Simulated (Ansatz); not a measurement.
Two structures of SiHBrF$_{4}$, singlet, reached by relaxing down either side of one saddle point (PBE0-D4/def2-TZVP). Energies are electronic, without zero-point energy. Program: Ansatz 0.2.0. Basis: def2-TZVPP and def2-QZVPP. Cores are frozen in the correlated methods. Filled d shells of the heavier atoms are correlated. The def2 sets are not built for correlating such inner shells, so the correlated values are less sure here. Extrapolation: Hartree–Fock as exp(−7.88 √X), correlation as X^−2.97. First:

| atom | x (Å) | y (Å) | z (Å) |
| --- | --- | --- | --- |
| Si1 | -0.8648 | -0.7440 | -0.1626 |
| F2 | 0.5285 | -0.6293 | 0.5454 |
| F3 | -0.8113 | -1.9030 | -1.2065 |
| F4 | -1.9565 | -1.0517 | 0.9094 |
| F5 | -1.1941 | 0.5998 | -0.8815 |
| H6 | 2.0901 | 1.1986 | 0.6399 |
| Br7 | 2.2082 | 2.5296 | 0.1561 |

Second:

Si1  (-0.800, 0.178, -0.503)
F2  (1.657, -1.092, 1.335)
F3  (-0.235, -1.084, -1.232)
F4  (-1.380, -0.222, 0.892)
F5  (-1.964, 0.770, -1.370)
H6  (1.972, -0.242, 1.161)
Br7  (0.750, 1.693, -0.283)
(Å)

(1) Which bonds change from the first to the second?

(2) Give the saddle point's structure and its height above each. (Judge from chemistry; the value comes from the calculation.)

The T1 diagnostic stays at or below 0.011.

Results:

(1) SiF₄ ([F][Si]([F])([F])[F]) + HBr → SiBrF₃ ([F][Si]([F])([F])[Br]) + HF; bonds formed: Si1–Br7, F2–H6; bonds broken: Si1–F2, H6–Br7.

(2) By the calculation: 1.877 eV above the first and 1.257 eV above the second (CCSD(T) at an estimated basis limit (MP2 extrapolated from triple and quadruple zeta, plus CCSD(T) − MP2 in triple zeta)).
Si1  (-0.477, -0.214, -0.170)
F2  (0.906, -0.745, 0.790)
F3  (-0.260, -1.389, -1.192)
F4  (-1.456, -0.489, 1.029)
F5  (-1.365, 0.768, -1.047)
H6  (1.490, 0.340, 0.665)
Br7  (1.162, 1.728, -0.075)
(Å)

Labels in which every atom is bracketed show which atoms are joined, not bond orders.

For scale, one of the runs: CCSD(T)/def2-TZVPP, 228 basis functions, launched by `ansatz run in.yaml --threads 8 --pin off --events-out ev --progress --plain --max-ram 19148MiB`. The run took 2 min on 8 CPU threads of an Arm Neoverse V2 (shared host), with 4.5 GiB of host memory at its peak.
